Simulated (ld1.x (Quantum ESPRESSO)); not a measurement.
Building the PAW potential for Zn (PBE, scalar-relativistic).

| Quantity | Value |
| --- | --- |
| Element | Zn (Z = 30) |
| Generator | ld1.x (Quantum ESPRESSO) 7.5 |
| Type | PAW |
| Functional | PBE |
| Relativity | scalar-relativistic |
| Frozen core | [Ar] 3d10 |
| Valence charge | 2 |
| Reference configuration | 4s1 4p0 (charge +1) |
| Partial waves | 4s (bound): rcut 1.85, rcutus 1.95 bohr; 4s channel at -0.65 Ry: rcut 1.85, rcutus 1.95 bohr; 4p (bound, empty): rcut 1.85, rcutus 2.25 bohr; 4p channel at 3.7 Ry: rcut 1.85, rcutus 2.25 bohr |
| Local potential | all-electron potential smoothed inside 1.85 bohr (lloc = -2) |
| Core correction | Bessel-smoothed model core inside 1.55 bohr |
| Augmentation charge | BESSEL, radius 1.30 bohr |

All-electron outer shells of the reference configuration (PBE, scalar-relativistic, ld1.x):

```tsv
shell	level (eV)	outermost node (bohr)	outermost maximum (bohr)
4s	-14.00	0.84	1.99
4p	-7.78	0.91	2.55
```

Task: Does this generation succeed?

Result: No. ld1.x (Quantum ESPRESSO) 7.5 stopped with "new_paw_hamiltonian: negative rho": the spherical valence density built from the smooth waves and the augmentation charge turned negative at some radius.
